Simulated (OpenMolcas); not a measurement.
Rh4+.

* Program: OpenMolcas
* Basis: ANO-RCC-VQZP [8s7p5d3f2g1h]
* Scalar Hamiltonian: DKH2, point nucleus
* Active space: 5 electrons in 5 orbitals (4d)
* State averaging: 2S+1 = 6 even, 1 root; 2S+1 = 4 even, 24 roots; 2S+1 = 2 even, 75 roots
* Spin-orbit coupling: RASSI with atomic mean-field integrals over the reference wave functions, term energies averaged over their components

Two sets of levels on these reference wave functions, in cm⁻¹ above 4d⁵ ⁶S_5/2: one from CASSCF and one from MS-CASPT2, IPEA 0.25 Eh, imaginary shift 0.1 Eh (closed shells correlated: 4s 4p).

| Level | Set 1 | Set 2 |
| --- | --- | --- |
| 4d⁵ ⁶S_5/2 | 0.0 | 0.0 |
| 4d⁵ ⁴G_5/2 | 30310 | 26050 |
| 4d⁵ ⁴G_7/2 | 30610 | 26410 |
| 4d⁵ ⁴G_11/2 | 30690 | 26520 |
| 4d⁵ ⁴G_9/2 | 30790 | 26620 |
| 4d⁵ ⁴P_5/2 [53 %] | 34030 | 28630 |
| 4d⁵ ⁴P_3/2 [57 %] | 34640 | 29240 |
| 4d⁵ ⁴P_1/2 [68 %] | 35450 | 30190 |
| 4d⁵ ⁴D_7/2 | 37570 | 31480 |
| 4d⁵ ⁴D_1/2 [69 %] | 38520 | 32690 |
| 4d⁵ ⁴D_5/2 [57 %] | 39070 | 33310 |
| 4d⁵ ⁴D_3/2 [56 %] | 39110 | 33400 |
| 4d⁵ ²I_11/2 | 43630 | 38620 |
| 4d⁵ ²I_13/2 | 44290 | 39350 |
| 4d⁵ ²D_3/2(1) [55 %] | 49070 | 42010 |
| 4d⁵ ⁴F_7/2 [55 %] | 50270 | 43020 |

**Question.** Which set is which?

**Answer.** Set 2 is MS-CASPT2. Its levels of the other terms of 4d⁵ lie at 0.84 to 0.89 of the other set's values, as expected, since terms of lower spin or lower L gain more correlation energy than the Hund ground term.

CASPT2 breaks the degeneracy within a term, and the mean is taken; among the terms shown or strongly mixed into the levels shown the widest spread is 780 cm-1 (4d⁵ ⁴F, MS-CASPT2). Without dynamic correlation excited terms often stand tens of per cent too high (terms of higher spin than the ground term too low), and those without a measured partner can miss by more than the paired ones (holds for CASSCF). Blocks of more than 70 roots (2S+1 = 2 even) ran without multistate coupling (holds for MS-CASPT2). The CASPT2 spread within a term exceeds the gap to the next term for 4d⁵ ²D(1) and 4d⁵ ⁴F, so the order of their levels is uncertain, and so are names and mixing where such terms share a J (holds for MS-CASPT2). Levels of configurations outside the active space are missing. The table leaves out levels that lie high or whose names do not pair safely across all columns.

A share in square brackets marks a mixed level and gives the weight of the term that names it, the lowest over the columns. A number in round brackets counts repeated terms of one configuration in the order of the reference energies.
